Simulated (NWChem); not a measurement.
All runs are NWChem calculations. System: C2H7N2, charge 0, spin multiplicity 2, at a geometry optimised with UPBE0/def2-SVP. The structure started from a generated list of species. Its SCF solution wasn't tested for a lower state. Level: G0W0@UPBE0/def2-TZVP, RI basis def2-tzvp-rifit.

Input file:

```
start mol
memory heap 200 mb stack 700 mb global 1700 mb
geometry units angstroms nocenter noautoz noautosym
  N      1.519598    -0.255753     0.222988
  C      0.633183     0.720077    -0.205534
  C     -0.727293     0.243183    -0.580726
  N     -1.263482    -0.610152     0.473911
  H      1.036771    -0.990436     0.738059
  H      2.346364     0.076989     0.706245
  H      1.059934     1.590360    -0.713212
  H     -1.358328     1.118946    -0.836364
  H     -0.687820    -0.380129    -1.501806
  H     -1.519246    -0.045227     1.282356
  H     -2.105826    -1.088728     0.163980
end
basis spherical
  * library def2-tzvp
end
basis "ri basis" bse spherical
  * library def2-tzvp-rifit
end
dft
  xc pbe0
  odft
  mult 2
  iterations 100
  direct
  tolerances tight
end
task dft energy
gw
  method cdgw
  states alpha occ 4 vir 2
  states beta occ 4 vir 2
end
task dft gw
```

NWChem printed:

```
             Northwest Computational Chemistry Package (NWChem) 7.3.0
             --------------------------------------------------------

                                NWChem Input Module
                                -------------------

 Scaling coordinates for geometry "geometry" by  1.889725989
 (inverse scale =  0.529177249)

                             Geometry "geometry" -> ""
                             -------------------------

 Output coordinates in angstroms (scale by  1.889725989 to convert to a.u.)

  No.       Tag          Charge          X              Y              Z
 ---- ---------------- ---------- -------------- -------------- --------------
    1 N                    7.0000     1.51959800    -0.25575300     0.22298800
    2 C                    6.0000     0.63318300     0.72007700    -0.20553400
    3 C                    6.0000    -0.72729300     0.24318300    -0.58072600
    4 N                    7.0000    -1.26348200    -0.61015200     0.47391100
    5 H                    1.0000     1.03677100    -0.99043600     0.73805900
    6 H                    1.0000     2.34636400     0.07698900     0.70624500
    7 H                    1.0000     1.05993400     1.59036000    -0.71321200
    8 H                    1.0000    -1.35832800     1.11894600    -0.83636400
    9 H                    1.0000    -0.68782000    -0.38012900    -1.50180600
   10 H                    1.0000    -1.51924600    -0.04522700     1.28235600
   11 H                    1.0000    -2.10582600    -1.08872800     0.16398000

 Effective nuclear repulsion energy (a.u.)     127.2588586780

            Nuclear Dipole moment (a.u.)
            ----------------------------
        X                 Y               Z
 ---------------- ---------------- ----------------
     0.0000018897    -0.0000000000    -0.0000170075


 Summary of "ao basis" -> "" (spherical)
 ------------------------------------------------------------------------------
       Tag                 Description            Shells   Functions and Types
 ---------------- ------------------------------  ------  ---------------------
[...]
     0   0 0 0     -0.000000    -17.000000    -16.000000     33.000000

     1   1 0 0     -0.273249     -0.762912      0.489661      0.000002
     1   0 1 0      0.137859     -0.444098      0.581957     -0.000000
     1   0 0 1      0.258606      0.195382      0.063241     -0.000017

     2   2 0 0    -15.742612    -98.487096    -94.675811    177.420295
     2   1 1 0      1.002015    -11.071195    -10.398728     22.471938
     2   1 0 1      1.325034     -2.051938     -1.892748      5.269721
     2   0 2 0    -20.139060    -34.344591    -30.896321     45.101852
     2   0 1 1     -0.431934     11.246255     11.787400    -23.465588
     2   0 0 2    -19.017685    -29.152451    -26.917044     37.051811

 Task  times  cpu:       35.2s     wall:       35.2s

                                NWChem Input Module
                                -------------------

                                 NWChem GW Module
                                 ----------------

                             ***********************
                             ***        GW       ***
                             ***********************

 Summary of "ri basis" -> "ri basis" (spherical)
 ------------------------------------------------------------------------------
       Tag                 Description            Shells   Functions and Types
 ---------------- ------------------------------  ------  ---------------------
 N                      def2-tzvp-rifit             22       76   8s6p4d3f1g
 C                      def2-tzvp-rifit             22       76   8s6p4d3f1g
 H                      def2-tzvp-rifit              7       15   4s2p1d

                 Memory Information
                 ------------------
          Available GA per process is          1699.6 MBs
          Available stack per process is        700.0 MBs
          Available heap per process is           0.9 MBs

          Peak memory in Initialization
              Peak GA per process is                 20.8 MBs
              Peak stack per process is               0.3 MBs
              Peak heap per process is               21.0 MBs
              Memory not in MA per process            0.0 MBs

          Peak memory in CDGW Calculation
              Peak GA per process is                 23.3 MBs
              Peak stack per process is               2.6 MBs
              Peak heap per process is                4.5 MBs
              Memory not in MA per process            0.0 MBs

          Computing 2-center integrals
          Computing Inverse Cholesky factor
          Computing 3-center integrals
          Computing Vxc

          Computing Sigma_x
          Computing W(iw) on the imaginary grid
          Solving quasiparticle equations

                  Alpha Orbitals
          State     Energy (eV)     Error (eV)
          -----------------------------------
@GW        14        -12.357           0.002
@GW        15        -11.053           0.002
@GW        16         -9.364           0.002
@GW        17         -6.085           0.002
@GW        18          2.852           0.004
@GW        19          3.663           0.003

                   Beta Orbitals
          State     Energy (eV)     Error (eV)
          -----------------------------------
@GW        13        -13.239           0.002
@GW        14        -12.348           0.002
@GW        15        -10.278           0.005
@GW        16         -9.299           0.002
@GW        17          1.755           0.005
@GW        18          3.033           0.004

     GW Timing Statistics
   ------------------------
   Init.   :          0.0s
     ERIs  :          1.4s
     Distr.:          0.0s
     Vxc   :          3.8s
   Vmo     :          0.0s
   iW      :          3.6s
   I_n     :          0.0s
   R_n     :          0.5s
   GW total:          9.4s

 Task  times  cpu:        9.4s     wall:        9.4s

 Total times  cpu:       44.6s     wall:       44.6s
```
